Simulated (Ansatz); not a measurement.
System: Cu2 (charge 0, singlet). 
Coordinates optimised at B3LYP-D3(BJ)/def2-TZVP (Ansatz, a quantum-chemistry and plane-wave program):
```xyz
2

Cu     0.0000     0.0000    -1.1457
Cu     0.0000     0.0000     1.1457
```
Charge 0, spin multiplicity 1.

Basis-set convergence of Hartree-Fock and MP2 correlation energies (hartree) with Ansatz. Cores are frozen in the correlated levels unless marked. No spin-orbit coupling. Frozen are the shells of the preceding noble gas and the d and f shells that filled before the atom's block. Non-relativistic.

The T1 diagnostic of CCSD in the largest basis is 0.029, which is high, so the coupled-cluster rows are less sure than usual.

```csv
basis,functions,E(HF),"E(corr, MP2)"
def2-SVPD,68,-3277.39993,-0.61015
def2-TZVPPD,134,-3277.86254,-1.01013
def2-QZVPPD,200,-3277.94230,-1.07263
```

Extrapolating the two largest sets (X = 3 and 4) as X^-3: E(corr) = (64·(-1.07263) - 27·(-1.01013))/37 = -1.1182 Eh, an estimate of the basis-set limit. The largest set recovers 95.9 % of it, the smallest 54.6 %.
